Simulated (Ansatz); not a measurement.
The cluster Ga2As3⁻ (the lowest singlet isomer of a short search). The state is a singlet with charge -1. Geometry r2SCAN-D4/def2-SVPD, basis def2-TZVPD, Ansatz.

```xyz
5

Ga   -1.456   -0.454    0.057
Ga    0.825    1.078   -0.696
As   -1.399    1.385   -1.419
As    0.338   -1.918    0.804
As    1.692   -0.092    1.254
```

```tsv
run	HOMO (eV)	LUMO (eV)
A	-0.78	0.57
B	-1.26	1.13
C	-0.60	0.61
D	-1.39	1.08
```

The structure comes from a short search, and lower isomers may exist.

Q: The runs used PBE, PBE0, r2SCAN, r2SCAN0. Estimate which is which.

A: A r2SCAN (0 % exact exchange); B PBE0 (25 % exact exchange); C PBE (0 % exact exchange); D r2SCAN0 (25 % exact exchange). Exact exchange lowers occupied and raises empty levels; among semilocal functionals meta-GGAs tend to open the gap a little, and such runs are hard to tell apart. The gap grows from 1.21 eV (PBE) to 2.48 eV (r2SCAN0).
